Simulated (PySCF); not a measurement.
# Whose spectrum? (rocksalt chalcogenide)

All values: TDDFT PBE/def2-SVP, gas phase, PySCF SCF with an in-house response code, fitting set def2-universal-JFIT, grid level 1 (kernel 0), vertical, one conformer each, geometries GFN2-xTB; core orbitals frozen in the response. The lowest 6 singlets were sought, and the brightest is taken among them. The runs took 5 to 30 CPU minutes each on shared server CPUs.

Spin-orbit coupling is left out, which matters for the heavier atoms here.

One system has its HOMO at -4.56 eV, its LUMO at -3.00 eV and these singlet states:

| state | eV | f |
| --- | --- | --- |
| S1 | 1.56 | 0.000 |
| S2 | 1.73 | 0.000 |
| S3 | 1.74 | 0.000 |
| S4 | 1.85 | 0.000 |
| S5 | 1.85 | 0.000 |
| S6 | 1.87 | 0.001 |

Q: Which is it?
A. 2x2x4 PbTe rock-salt block (Te8Pb8)
B. 2x2x7 PbTe rock-salt block (Te14Pb14)
C. 2x3x5 PbTe rock-salt block (Te15Pb15)

A: B.

Q: How do the candidates compare?

A: 
```csv
system,HOMO / eV,LUMO / eV,S1 / eV,f(S1),brightest state sought / eV
2x2x4 PbTe rock-salt block,-4.81,-2.89,1.93,0.000,2.10
2x2x7 PbTe rock-salt block,-4.56,-3.00,1.56,0.000,1.87
2x3x5 PbTe rock-salt block,-4.57,-3.13,1.46,0.000,1.70
```
